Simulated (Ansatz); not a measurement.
Series (HBeX)2: PBE0-D4/def2-TZVP single points in Ansatz on relaxed structures, gas phase. Binding counts from free atoms in the multiplicity of their measured ground term, without zero-point energy. A dash marks a value that wasn't run or was left out as unsound. The structures are stationary points that may keep the symmetry of their start. Remarks come from the PBE and PBE0 runs and from stability tests at other levels; not every state was tested. HOMO above LUMO (over both spins in singlets and doublets, within one spin in higher multiplets; at PBE or PBE0), or a gap under 0.15 eV within one spin, warns that the state may not be the lowest or that an electron is smeared out.

```
                species  atoms    state            geometry  HOMO (eV)  LUMO (eV)  gap (eV)  vertical IE (eV)  vertical triplet (eV)  binding per atom (eV)  point group (within 0.1 Å)                                                 remarks
  (HBe-mu-F)2 (Be2H2F2)      6  singlet    PBE-D4/def2-TZVP      -8.98      -0.35      8.64             11.39                      –                   3.49                         D2h                                                       –
    (HBe-mu-H)2 (Be2H4)      6  singlet    PBE-D4/def2-TZVP      -8.75      -2.41      6.34             11.17                   4.75                   2.39                         D2h  gap within one spin near zero at PBE or PBE0 (triplet)
(HBe-mu-Br)2 (Be2H2Br2)      6  singlet  B3LYP-D4/def2-TZVP      -8.37      -0.89      7.48             10.43                   5.64                   2.68                         D2h                                                       –
(HBe-mu-NH2)2 (Be2N2H6)     10  singlet   PBE0-D4/def2-TZVP      -7.21      -0.30      6.91              9.36                   5.24                   3.32                         C2v                                                       –
```

Problem. Estimate the rows for (HBe-mu-Cl)2 (Be2H2Cl2) (singlet, PBE0-D4/def2-TZVP geometry); (HBe-mu-OH)2 (Be2O2H4) (singlet, r2SCAN-D4/def2-TZVP geometry).

Solution. 
```json
{"species": "(HBe-mu-Cl)2 (Be2H2Cl2)", "atoms": "6", "state": "singlet", "geometry": "PBE0-D4/def2-TZVP", "HOMO (eV)": "-8.48", "LUMO (eV)": "-0.72", "gap (eV)": "7.77", "vertical IE (eV)": "10.67", "vertical triplet (eV)": "5.84", "binding per atom (eV)": "2.90", "point group (within 0.1 Å)": "D2h", "remarks": "–"}
{"species": "(HBe-mu-OH)2 (Be2O2H4)", "atoms": "8", "state": "singlet", "geometry": "r2SCAN-D4/def2-TZVP", "HOMO (eV)": "-7.91", "LUMO (eV)": "0.01", "gap (eV)": "7.92", "vertical IE (eV)": "10.20", "vertical triplet (eV)": "–", "binding per atom (eV)": "3.58", "point group (within 0.1 Å)": "D2h", "remarks": "gap within one spin near zero at PBE or PBE0 (triplet)"}
```

The gap (eV) runs from 6.34 ((HBe-mu-H)2) to 8.64 ((HBe-mu-F)2). The vertical IE (eV) runs from 9.36 ((HBe-mu-NH2)2) to 11.39 ((HBe-mu-F)2). The vertical triplet (eV) runs from 4.75 ((HBe-mu-H)2) to 5.84 ((HBe-mu-Cl)2).
